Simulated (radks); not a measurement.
The nuclear charge of the zirconium ion Zr2+ is varied continuously with 38 electrons held in [Kr] 4d2. Calculated with a radial shooting solver on a logarithmic mesh with Libxc functionals: Dirac Kohn-Sham, PBEsol, spin-unpolarised, spherical densities, point nucleus; open shells are shared between the two j in proportion to 2j + 1. By the Hellmann-Feynman theorem dE/dZ = E(electron-nucleus)/Z, the electronic potential at the nucleus.

Z      E (hartree)  E(electron-nucleus)/Z (hartree)   HOMO  e(HOMO) (eV)  <r> HOMO (bohr)
39.5   -3488.81760                         -212.885  4d5/2       -11.611            2.233
39.75  -3542.26623                         -214.704  4d5/2       -14.311            2.111
40     -3596.16949                         -216.522  4d5/2       -17.202            2.008
40.25  -3650.52725                         -218.340  4d5/2       -20.272            1.920
40.5   -3705.33951                         -220.158  4d5/2       -23.510            1.843
40.75  -3760.60635                         -221.977  4d5/2       -26.910            1.775
41     -3816.32789                         -223.796  4d5/2       -30.463            1.714

The central difference of E at Z = 40 is -216.522 hartree, to compare with the third column; the second derivative is -7.27 hartree.
